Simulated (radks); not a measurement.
Problem. Valence configurations of Ho II (all share [Xe]). Calculated with a radial shooting solver on a logarithmic mesh with Libxc functionals: Dirac Kohn-Sham, PBEsol, spin-unpolarised, spherical densities, finite nucleus; open shells fill j = l - 1/2 first; Fermi nuclear charge, rms radius 5.2022 fm. Order these by energy: 4f11 5d1; 4f10 5d1 6s1; 4f10 6s2; 4f8 5d3 6s1; 4f10 6s1 6p1; 4f11 6s1; 4f8 5d4; 4f11 6p1; 4f11.5 6p0.5; 4f12.

Solution. From the lowest, in eV above it: 4f11 6s1 0.000; 4f11.5 6p0.5 2.039; 4f11 5d1 2.154; 4f12 2.200; 4f11 6p1 3.233; 4f10 6s2 3.462; 4f10 5d1 6s1 4.454; 4f10 6s1 6p1 7.245; 4f8 5d4 29.165; 4f8 5d3 6s1 29.269. NIST lists [Xe] 4f11 6s1 as the ground configuration; this level of theory agrees among the configurations tried. The energies are those of spherical spin-averaged densities, not of single terms.
